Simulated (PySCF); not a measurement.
# Two-component Hartree-Fock for Pt⁷³⁺ (platinum, charge +73)

Start: [He] 2s2 2p1; 2p1/2 filled at m_j = +1/2. Calculated with PySCF 2.14 in an uncontracted even-tempered set (16 s from 62 bohr⁻², ratio 2.4; 13 p from 81 bohr⁻², ratio 2.4; 5 d from 260 bohr⁻², ratio 2.6; 4 f from 390 bohr⁻², ratio 2.6): generalised Hartree-Fock with the X2C-1e Hamiltonian and a Gaussian nucleus; one run each with spin-orbit coupling (SO) switched off, then screened by Boettger's factors.

```tsv
spinor shell	electrons	ε, spin-free (eV)	ε, screened SO (eV)	weight of nominal j (screened SO)	rms radius, screened SO (bohr)
1s1/2	2	-87681.6	-87635.9	1.000	0.0193
2s1/2	2	-21536.8	-21522.7	1.000	0.0752
2p1/2	1	-19952.6	-21307.0	1.000	0.0631
```

```tsv
quantity	spin-free	screened SO
E (hartree)	-8969.18644	-9018.95340
M_J	1/2	1/2
⟨J²⟩	0.750	0.750
⟨L²⟩	2.000	2.000
⟨S²⟩	0.750	0.750
```

Each row is a mean over spinors that exchange with the open shell spreads, by up to 22.185 eV (2s1/2).

Breit and QED terms are absent; they matter most for the inner s and p1/2 levels.

Densities and radii are taken from the X2C orbitals without a picture-change correction, which distorts them close to the nucleus.

Without spin-orbit coupling the j labels of p, d and f shells carry no meaning; the spin-free column gives the mean over the occupied spinors of each nl shell.
